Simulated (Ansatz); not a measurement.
Cost and result for the atomization energy of C3H8BFO2 (`CC(C)OB(O)F`) (15 atoms, 14 bonds).

```tsv
atom	x (Å)	y (Å)	z (Å)
C1	0.120	-0.775	-1.316
C2	0.362	0.229	-0.210
C3	0.723	1.600	-0.733
O4	-0.829	0.372	0.572
B5	-1.095	-0.441	1.608
O6	-0.250	-1.438	1.994
F7	-2.237	-0.245	2.275
H8	-0.701	-0.442	-1.956
H9	1.016	-0.887	-1.932
H10	-0.132	-1.754	-0.903
H11	1.162	-0.138	0.442
H12	1.641	1.553	-1.321
H13	0.875	2.300	0.091
H14	-0.078	1.986	-1.369
H15	-0.576	-1.919	2.758
```

Total charge 0; spin multiplicity 1. All single points use the PBE0-D4/def2-TZVP geometry. It is one conformer, not always the lowest. Program: Ansatz. All runs use 2 threads of an AMD EPYC 7R13 on a shared host and a share of an NVIDIA H100 80 GB. Times are those of one run each, without the atoms' runs, and a repeat can differ threefold. Electronic energies, without spin–orbit coupling; frozen cores. CCSD(T)/CBS adds CCSD(T) − MP2 in def2-TZVPP to the MP2 limit, and its time is that of the two runs behind it. T1 = 0.011. B3LYP takes the VWN-RPA correlation (the form of Gaussian; ORCA's B3LYP/G).

CCSD(T)/CBS is a level of theory with its own doubt, some kJ/mol a heavy atom from the limit and from the frozen cores, so smaller differences don't rank the functionals.

```
                             level  functions  wall time  atomization (kJ/mol)  difference from CCSD(T)/CBS  per bond
                 B2PLYP/def2-TZVPP        329      6.5 s                6320.2                        -53.6      -3.8
                ωB97X-V/def2-TZVPP        329      6.5 s                6374.9                          1.1       0.1
  ωB97M-V/def2-TZVPP (with forces)        329      7.5 s                6395.8                         22.0       1.6
                    MP2/def2-QZVPP        639      7.5 s                6457.3                         83.5       6.0
                PBE0-D4/def2-TZVPP        329        8 s                6391.2                         17.4       1.2
 B3LYP-D4/def2-TZVPP (with forces)        329        8 s                6367.1                         -6.7      -0.5
   PBE-D4/def2-TZVPP (with forces)        329      8.5 s                6509.9                        136.1       9.7
r2SCAN-D4/def2-TZVPP (with forces)        329      8.5 s                6401.1                         27.3       1.9
                CCSD(T)/def2-TZVPP        329       15 s                6227.8                       -146.0     -10.4
                 CCSD(T)/CBS(def2)          –       23 s                6373.8                          0.0       0.0
```

In def2-TZVPP, CCSD(T) changes the Hartree–Fock value by +1468.7 kJ/mol (the triples alone add +86.7 kJ/mol) and MP2 by +1612.1 kJ/mol; breaking electron pairs costs correlation energy, which Hartree–Fock lacks. From PBE to PBE0 (25 % exact exchange), in def2-TZVPP and without D4, the atomization energy moves by −114.3 kJ/mol: exact exchange takes away binding that semilocal exchange gives to molecules. The D4 term adds +44.2 kJ/mol with B3LYP and +23.6 kJ/mol with PBE0; it sums over pairs of atoms, weighted by their polarisabilities, and B3LYP, whose exchange is more repulsive, gets the larger term.
